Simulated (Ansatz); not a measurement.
Input file for Ansatz (a first-principles code): U-BHLYP/def2-TZVPP on C6H4 (SMILES [c]1cc[c]cc1), 2S+1 = 1, a spin state set in the input, which need not be the lowest, at the other state's geometry.

Ansatz 0.2 input:
```yaml
crystal:
  periodic: [false, false, false]
  atoms:
    - {symbol: C, position_ang: [-0.05218625, 1.31294762, -0.04253844]}
    - {symbol: C, position_ang: [1.19992370, 0.74936877, -0.03653916]}
    - {symbol: C, position_ang: [1.25565077, -0.65266204, 0.00888550]}
    - {symbol: C, position_ang: [0.05218625, -1.31294762, 0.04253844]}
    - {symbol: C, position_ang: [-1.19992370, -0.74936877, 0.03653916]}
    - {symbol: C, position_ang: [-1.25565077, 0.65266204, -0.00888550]}
    - {symbol: H, position_ang: [2.10456520, 1.34466816, -0.06508157]}
    - {symbol: H, position_ang: [2.20471377, -1.17495786, 0.01655227]}
    - {symbol: H, position_ang: [-2.10456520, -1.34466816, 0.06508157]}
    - {symbol: H, position_ang: [-2.20471377, 1.17495786, -0.01655227]}
basis:
  gaussian:
    orbitals: def2-TZVPP
hamiltonian:
  xc: {name: BHLYP}
magnetization: {spin_polarized: true, initial_magnetization: 0}
```

The log:

```
WARN ansatz: RAYON_NUM_THREADS=6 ignored (pool sized by the plan → 6); use --threads N
Functional definition: BHLYP
integrals: 0.16 GiB planned
1562 factors; their error is unknown
mean field: 2.06 GiB planned
mean field evaluation 1: about -6273.6455 eV, gradient 3.2e1 eV
mean field evaluation 2: about -6275.1641 eV, gradient 2.7e1 eV
mean field evaluation 4: about -6278.8463 eV, gradient 7.1e-1 eV
mean field evaluation 8: about -6278.9004 eV, gradient 4.8e-2 eV
mean field evaluation 16: about -6278.9004 eV, gradient 1.5e-4 eV
mean field evaluation 32: about -6280.8074 eV, gradient 1.1e0 eV
mean field evaluation 64: about -6280.8741 eV, gradient 4.6e-5 eV
mean field -6280.87414545 eV, -230.8178675158 hartree, gradient 4.6e-5 eV, S^2 1.027456; 4 other end points of the search recorded, 0 dependent functions left out
reference -6280.87432142 eV, -230.8178739826 hartree; 20, 20 occupied and 222, 222 virtual orbitals, 1562 factors
Total energy: -6280.87432142 eV, -230.8178739826 hartree
```

The calculation finished and met its thresholds. Its determinant has ⟨S²⟩ = 1.03, a mixture of spin states.

Cost: about 50 core-seconds (a rough figure).
